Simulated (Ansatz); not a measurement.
Basis sets compared for the cluster H5Au4⁻. Charge -1, multiplicity 1. Geometry r2SCAN-D4/def2-SVPD. Ansatz on 4 threads of Intel Xeon on a shared host; times are rough, and most runs start from earlier orbitals.

```xyz
9

Au   -0.7476   -0.2071    1.1622
Au    0.4264    0.1823   -1.2907
Au    1.6736    0.4136   -3.7621
Au   -1.5386   -0.3090    3.8236
H     0.5065   -0.8037    0.1299
H    -2.0187    0.2402    2.1894
H    -1.4196   -0.6683    5.3823
H     0.4108    1.1150   -2.7051
H     2.7072    0.0371   -4.9294
```

In the def2 sets Au takes a core potential; there is no spin–orbit coupling. The structure comes from a short search, and lower isomers may exist.

| level | functions | energy (Eh) | HOMO (eV) | LUMO (eV) | wall time |
| --- | --- | --- | --- | --- | --- |
| PBE-D4/def2-SVPD | 180 | -546.2839 | -2.48 | 1.24 | 3.6 s |
| PBE0-D4/def2-SVPD | 180 | -546.0922 | -3.48 | 1.87 | 6 s |

**Question.** Estimate the rows for PBE-D4/def2-TZVPD, PBE0-D4/def2-TZVPD.

**Answer.** 
| level | functions | energy (Eh) | HOMO (eV) | LUMO (eV) | wall time |
| --- | --- | --- | --- | --- | --- |
| PBE-D4/def2-TZVPD | 217 | -546.3245 | -2.52 | 1.08 | 4.9 s |
| PBE0-D4/def2-TZVPD | 217 | -546.1317 | -3.52 | 1.71 | 8.6 s |
